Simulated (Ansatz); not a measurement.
Molecule: CH₃F₂Si, net charge 0, doublet state. It need not be the lowest isomer of its formula. 
Geometry from a B3LYP-D3(BJ)/def2-TZVP (Ansatz, a program for electronic structure) optimisation:
```
C
H 1 1.0901
H 1 1.0901 2 109.01
H 1 1.0935 2 109.06 3 -118.99
Si 1 1.8703 2 110.57 3 121.75
F 5 1.6052 1 108.45 2 62.21
F 5 1.6052 6 106.05 1 -116.30
```
Charge 0, spin multiplicity 2.

Basis-set convergence of Hartree-Fock and CCSD correlation energies (hartree) with Ansatz. Correlated levels leave the core frozen unless marked. UHF or UKS for open shells. Spin-orbit coupling is left out. No relativistic terms.

```json
[
 {"basis": "cc-pV(D+d)Z", "functions": "80", "E(HF)": "-527.53045", "E(corr, CCSD)": "-0.61991"},
 {"basis": "cc-pV(T+d)Z", "functions": "171", "E(HF)": "-527.64286", "E(corr, CCSD)": "-0.79429"},
 {"basis": "cc-pV(Q+d)Z", "functions": "319", "E(HF)": "-527.66924", "E(corr, CCSD)": "-0.85544"},
 {"basis": "cc-pV(5+d)Z", "functions": "538", "E(HF)": "-527.67511", "E(corr, CCSD)": "-0.87765"}
]
```

Extrapolating the two largest sets (X = 4 and 5) as X^-3: E(corr) = (125·(-0.87765) - 64·(-0.85544))/61 = -0.9010 Eh, an estimate of the basis-set limit. The largest set recovers 97.4 % of it, the smallest 68.8 %.
